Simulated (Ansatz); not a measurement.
Cartesian coordinates (Å):
```xyz
5

F      1.7514    -0.1649    -0.5622
Sn    -0.0049     0.0038     0.1184
F     -0.7086     1.5464    -0.7191
F     -0.9629    -1.4424    -0.6349
H     -0.0749     0.0571     1.7979
```
Charge +1, spin multiplicity 2.

Method: frozen-core CCSD(T)/def2-TZVPP // PBE0-D3(BJ)/def2-TZVP in Ansatz (a program for electronic structure). The geometry is that of the parent before the electron was removed.

```yaml
HF energy: -511.96434 Ha
MP2 correlation energy: -1.06431 Ha
```

Q: Estimate the CCSD correlation energy, the (T) correction, the total energy and the T1 diagnostic.

A: 
```json
{
 "CCSD correlation energy": "-1.05500 Ha",
 "(T) correction": "-0.03901 Ha",
 "CCSD(T) total energy": "-513.05836 Ha",
 "T1 diagnostic": "0.038"
}
```
